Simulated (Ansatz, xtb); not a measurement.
**Relaxing a trial structure of BrClHIn2**

The starting geometry of this gas-phase doublet has its atoms placed at random.

```xyz
5

Br    1.5176    1.1147   -0.7101
Cl    1.0215   -1.5454    0.4042
In   -1.3452   -0.4212   -1.2354
In   -0.8968   -0.1214    1.6369
H     0.0681   -1.1764   -0.5557
```

**Question.** Guess where an optimisation with r2SCAN-D4/def2-SVP ends from this start.

**Answer.** It ends as a structure with Br1 bridging In3 and In4, given below by its coordinates. Distances that change by over a tenth: In3–In4 (2.92 → 3.22 Å). Contacts that open: Cl2–In4 (2.69 → 3.33 Å), In3–H5 (1.74 → 3.00 Å). Contacts that close: Br1–In3 (3.29 → 2.96 Å), Br1–In4 (3.59 → 2.95 Å).

The energy falls by 2.89 eV over 13 steps:

| step | E − E(last) (eV) |
| --- | --- |
| 1 | 2.893 |
| 2 | 1.666 |
| 4 | 0.581 |
| 5 | 0.296 |
| 6 | 0.185 |
| 8 | 0.056 |
| 9 | 0.017 |
| 10 | 0.005 |
| 12 | 0.000 |
| 13 | 0.000 |

Final geometry (Å):

```xyz
5

Br    1.0021    1.0230   -0.6570
Cl    0.5701   -2.2629    0.1336
In   -1.5811   -0.2322   -1.3562
In   -0.7014    0.3983    1.6722
H     1.0754   -1.0760   -0.2528
```

From the same start GFN2-xTB ends elsewhere, differing in Cl2–In3 (2.64 against 3.31 Å here), Cl2–In4 (2.66 against 3.33 Å here), Cl2–H5 (3.70 against 1.35 Å here), In3–In4 (4.26 against 3.22 Å here), In3–H5 (2.15 against 3.00 Å here).

From so rough a start the end depends on the optimiser's path, so another program may land elsewhere. The end wasn't checked by frequencies. Open shells are spin-unrestricted. Atoms past krypton carry core potentials, without spin–orbit terms. Run with Ansatz 0.2.0, 3.1 min on 2 threads of Arm Neoverse V1, with other jobs on the host.
